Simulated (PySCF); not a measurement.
C13H14Si13: Orbital levels and atomic charges

System: C13H14Si13 (flake SiC sheet).

Cartesian coordinates (Å):
```
  1 C    -0.069    1.163   -0.001
  2 Si   -1.649    2.014   -0.002
  3 C    -3.281    1.172   -0.001
  4 Si   -3.242   -0.685   -0.001
  5 C    -1.662   -1.584    0.000
  6 Si   -0.040   -0.687   -0.001
  7 C     4.629    3.941    0.000
  8 Si    3.069    4.822    0.000
  9 C     1.510    3.920    0.001
 10 Si    1.556    2.112    0.000
 11 C     3.125    1.181    0.000
 12 Si    4.729    2.123    0.000
 13 C     6.275    1.162    0.001
 14 Si    3.177   -0.650    0.000
 15 C     4.744   -1.557    0.000
 16 Si    6.288   -0.631    0.001
 17 C     1.556   -1.584   -0.001
 18 Si   -1.651   -3.440    0.001
 19 C    -0.056   -4.299    0.002
 20 Si    1.504   -3.400    0.000
 21 Si   -4.859    2.066   -0.002
 22 C    -6.445    1.208   -0.001
 23 Si   -6.438   -0.594    0.000
 24 C    -4.893   -1.544    0.000
 25 Si   -4.829   -3.377    0.001
 26 C    -3.286   -4.268    0.001
 27 H    -1.773    3.483   -0.003
 28 H     5.558    4.495   -0.001
 29 H     3.037    6.297    0.000
 30 H     0.568    4.450    0.001
 31 H     7.210    1.707    0.002
 32 H     4.751   -2.637    0.000
 33 H     7.564   -1.373    0.001
 34 H    -0.055   -5.381    0.003
 35 H     2.744   -4.189   -0.001
 36 H    -4.850    3.539   -0.002
 37 H    -7.375    1.759   -0.001
 38 H    -7.720   -1.319    0.000
 39 H    -6.133   -4.063    0.000
 40 H    -3.288   -5.350    0.002
```

Method: wB97X-D/def2-SVP, gas phase, PySCF, fitting set def2-universal-JFIT up to Ne and JKFIT beyond, grid level 1.

(1) Give the orbital energies near the gap.

(2) Give the partial charges of the non-hydrogen atoms.

Answers

(1) 
| orbital | eV |
| --- | --- |
| HOMO-4 | -8.25 |
| HOMO-3 | -7.74 |
| HOMO-2 | -7.49 |
| HOMO-1 | -7.35 |
| HOMO | -6.46 |
| LUMO | -1.15 |
| LUMO+1 | -0.32 |
| LUMO+2 | -0.20 |
| LUMO+3 | 0.17 |

(2) 
```tsv
atom	Mulliken	IAO	Hirshfeld
C1	-0.76	-0.98	-0.35
Si2	0.58	0.87	0.39
C3	-0.77	-1.00	-0.36
Si4	0.83	0.99	0.37
C5	-0.81	-0.99	-0.36
Si6	0.81	1.00	0.37
C7	-0.55	-0.91	-0.34
Si8	0.50	0.82	0.33
C9	-0.56	-0.92	-0.35
Si10	0.73	0.98	0.35
C11	-0.80	-1.00	-0.36
Si12	0.70	0.98	0.35
C13	-0.56	-0.92	-0.34
Si14	0.73	0.98	0.35
C15	-0.56	-0.92	-0.35
Si16	0.50	0.82	0.34
C17	-0.79	-1.01	-0.36
Si18	0.72	1.01	0.37
C19	-0.54	-0.91	-0.34
Si20	0.55	0.86	0.38
Si21	0.57	0.87	0.39
C22	-0.52	-0.89	-0.32
Si23	0.56	0.87	0.39
C24	-0.79	-1.00	-0.36
Si25	0.53	0.83	0.36
C26	-0.53	-0.89	-0.33
```
